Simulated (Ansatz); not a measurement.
Start from `N=C(N)S` and change one atom or group to get `N=[C](N)[AlH][F]`.

Ansatz, PBE0-D4/def2-TZVP geometries, multiplicity 1. Each molecule was computed in one conformer, which needn't be the lowest.

```
                                                                                  property  `N=C(N)S`
                                                      HOMO–LUMO gap (PBE0/def2-TZVPP) / eV       7.18
                                                       HOMO–LUMO gap (PBE/def2-TZVPP) / eV       4.94
                                        size of the dipole moment (ωB97M-V/def2-TZVPP) / D       2.37
                                                         HOMO energy (PBE/def2-TZVPP) / eV      -5.94
ideal-gas entropy at 298 K and 1 bar (rigid rotor, harmonic PBE0-D4/def2-TZVP) / J/(mol·K)        294
                                                     HOMO energy (ωB97M-V/def2-TZVPP) / eV      -9.44
```

Problem. Give the same properties after the change, and the shifts. (Estimate.)

Solution. Computed: 
```tsv
property	`N=[C](N)[AlH][F]`	shift
HOMO–LUMO gap (PBE0/def2-TZVPP) / eV	5.35	-1.83
HOMO–LUMO gap (PBE/def2-TZVPP) / eV	3.21	-1.73
size of the dipole moment (ωB97M-V/def2-TZVPP) / D	3.17	0.80
HOMO energy (PBE/def2-TZVPP) / eV	-5.59	0.35
ideal-gas entropy at 298 K and 1 bar (rigid rotor, harmonic PBE0-D4/def2-TZVP) / J/(mol·K)	339	45
HOMO energy (ωB97M-V/def2-TZVPP) / eV	-9.26	0.18
```

With PBE0 the HOMO rises by 0.25 eV and the LUMO falls by 1.59 eV, so the gap narrows by about 1.84 eV. PBE moves the HOMO by 0.35 eV and ωB97M-V by 0.18 eV. The zero-point energy changes by -2.0 kJ/mol with +3 modes. Dipoles are sizes alone; their direction can turn.
